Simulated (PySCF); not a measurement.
## Polarisability and C₆ of Kr⁺ (krypton, charge +1)

[Ar] 3d10 4s2 4p5, 2P determinant. Computed with PySCF 2.14 in aug-cc-pV5Z-PP with ECP10MDF, with scalar relativity through the core potential. Coupled (time-dependent) response in atomic units; α is the mean over directions.

| method | mean α (bohr³) | α xx, yy, zz | C₆ (like pair) | S(−4) |
| --- | --- | --- | --- | --- |
| B97-3 | 10.84 | 10.42, 11.05, 11.05 | 66.61 | 21.59 |

S(−4) is the Cauchy moment in α(ω) = α(0) + S(−4) ω² + …

Spin-orbit coupling is absent.

α(iu) at B97-3:

```csv
u (hartree),α(iu) (bohr³)
0,10.84
0.0500,10.79
0.100,10.63
0.200,10.05
0.300,9.229
0.500,7.381
0.750,5.392
1.00,3.972
1.50,2.333
2.00,1.519
3.00,0.8025
5.00,0.3551
```

A single London oscillator, α(iu) = α/(1 + u²/ω²), gives C₆ = (3/4) ω α². Matching the computed C₆ needs ω = 4 × 66.61 / (3 × 10.84²) = 0.756 hartree.

For an ion, C₆ is the dispersion term alone; charge-induced terms of lower order in 1/R come first.

The components differ because the open shell of this determinant is not spherical; for a pure term their mean is the scalar polarisability.

Energies and moments cover only the electrons outside the core potential.
